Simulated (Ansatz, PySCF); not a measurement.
This triplet lies 0.62 eV below the relaxed singlet at the level frozen-core CCSD(T)/cc-pVTZ // PBE0-D3(BJ)/def2-TZVP (Ansatz, a program for electronic structure).

Cartesian coordinates (Å):
SMILES: F[C][AlH2]
```xyz
5

F      2.3244     0.1446    -0.0357
C      1.1686    -0.4472    -0.0615
Al    -0.6917     0.0087     0.0149
H     -1.1364     1.5217     0.1516
H     -1.6649    -1.2278    -0.0692
```
Charge 0, spin multiplicity 3.

**Question.** Give the highest occupied spin orbital, total energy and dipole moment at the level PySCF with PBE0-D3(BJ)/def2-TZVP.

**Answer.** 
The highest occupied spin orbital is -6.77 eV, the total energy is -381.2477 Ha and the dipole moment is 0.114 e·Å.
